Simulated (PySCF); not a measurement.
Identify the unknown among the candidates.

All candidates are C7H14.

* 1H NMR: chemical shifts (computed TMS as zero) by class: 2.13 (2 H), 1.94 (1 H), 1.77 (1 H), 1.73 (1 H), 1.69 (2 H), 1.19 (1 H), 0.82 (6 H) ppm [GIAO PBE0/pcSseg-1]
* Dipole: 0.02 D [PBE0/pcSseg-1]
* Rotational structure: rotational constants A, B, C: 4.660, 1.836, 1.429 GHz [GFN2-xTB]
* 13C NMR: chemical shifts (computed TMS as zero) by class: 43.2 (1 C), 41.7 (1 C), 27.7 (2 C), 21.2 (2 C), 16.4 (1 C) ppm [GIAO PBE0/pcSseg-1]

The electronic properties come from PySCF, for the isolated species, density fitting. Levels stand in brackets. The structure is a single GFN2-xTB conformer in the gas phase; no vibrational or solvent corrections. NMR classes are plain means over equivalent atoms (diastereotopic ones count apart unless rotation or inversion swaps them), as if these changed places fast.

Question: Which candidate is it?
A. `CC(C)=CC(C)C`
B. `CC(C)C1CCC1`
C. `CCCC=C(C)C`
D. `CCCCC1CC1`

Answer: B. It is `CC(C)C1CCC1`. Numbering: `[CH3:1][CH:2]([CH3:3])[CH:4]1[CH2:5][CH2:6][CH2:7]1`. Its formula, C7H14, gives 1 degree of unsaturation: 1 ring and 0 π bonds in the structure found. 7 carbons fall into 5 classes; from least to most shielded: four-membered-ring carbon [C4] (43.2 ppm), sp3 CH carbon [C2] (41.7 ppm), four-membered-ring carbon [C5/C7] (27.7 ppm, 2 C), methyl carbon [C1/C3] (21.2 ppm, 2 C), four-membered-ring carbon [C6] (16.4 ppm). Hydrogen classes from least to most shielded: 2 H on 2 four-membered-ring carbons, C5/C7 (2.13 ppm), 1 H on a four-membered-ring carbon, C6 (1.94 ppm), 1 H on a four-membered-ring carbon, C6 (1.77 ppm), 1 H on a four-membered-ring carbon, C4 (1.73 ppm), 2 H on 2 four-membered-ring carbons, C5/C7 (1.69 ppm), 1 H on an sp3 CH carbon, C2 (1.19 ppm), 6 H on 2 methyl carbons, C1/C3 (0.82 ppm, a mean of values up to 0.9 ppm apart in this geometry). The optimised geometry has point group Cs and is an asymmetric top.

The others, at the same levels:
- `CC(C)=CC(C)C` fails: it has 6 carbon classes against 5; its computed 13C shifts are 140.8 (1 C), 135.8 (1 C), 32.2 (1 C), 29.2 (1 C), 25.4 (2 C), 20.0 (1 C) ppm, 1H shifts are 5.25 (1 H), 2.48 (1 H), 1.75 (3 H), 1.74 (3 H), 0.99 (6 H) ppm and rotational constant A is 4.263 GHz (against 4.660 GHz).
- `CCCC=C(C)C` fails: it has 7 carbon classes against 5; its computed 13C shifts are 140.3 (1 C), 133.2 (1 C), 33.9 (1 C), 30.2 (1 C), 26.2 (1 C), 19.7 (1 C), 14.3 (1 C) ppm, 1H shifts are 5.40 (1 H), 2.07 (2 H), 1.88 (3 H), 1.76 (3 H), 1.39 (2 H), 0.92 (3 H) ppm and rotational constant A is 4.302 GHz (against 4.660 GHz).
- `CCCCC1CC1` fails: it has 6 carbon classes against 5; its computed 13C shifts are 40.8 (1 C), 37.8 (1 C), 28.7 (1 C), 17.4 (1 C), 14.8 (1 C), 6.4 (2 C) ppm, 1H shifts are 1.36 (2 H), 1.26 (2 H), 1.14 (2 H), 1.06 (3 H), 0.64 (1 H), 0.44 (2 H), -0.01 (2 H) ppm and rotational constant A is 8.679 GHz (against 4.660 GHz).

Each candidate is one conformer, not necessarily the lowest. Dipoles, sizes and rotational constants follow the conformer. The torsions of the flexible species, by atom-mapped SMILES:
- `[CH3:1][CH:2]([CH3:3])[CH:4]1[CH2:5][CH2:6][CH2:7]1`: C1–C2–C4–C5 171°
- `[CH3:1][C:2]([CH3:3])=[CH:4][CH:5]([CH3:6])[CH3:7]`: C2–C4–C5–C6 120°
- `[CH3:1][CH2:2][CH2:3][CH:4]=[C:5]([CH3:6])[CH3:7]`: C1–C2–C3–C4 -67°, C2–C3–C4–C5 118°
- `[CH3:1][CH2:2][CH2:3][CH2:4][CH:5]1[CH2:6][CH2:7]1`: C1–C2–C3–C4 180°, C2–C3–C4–C5 179°, C3–C4–C5–C6 -83°
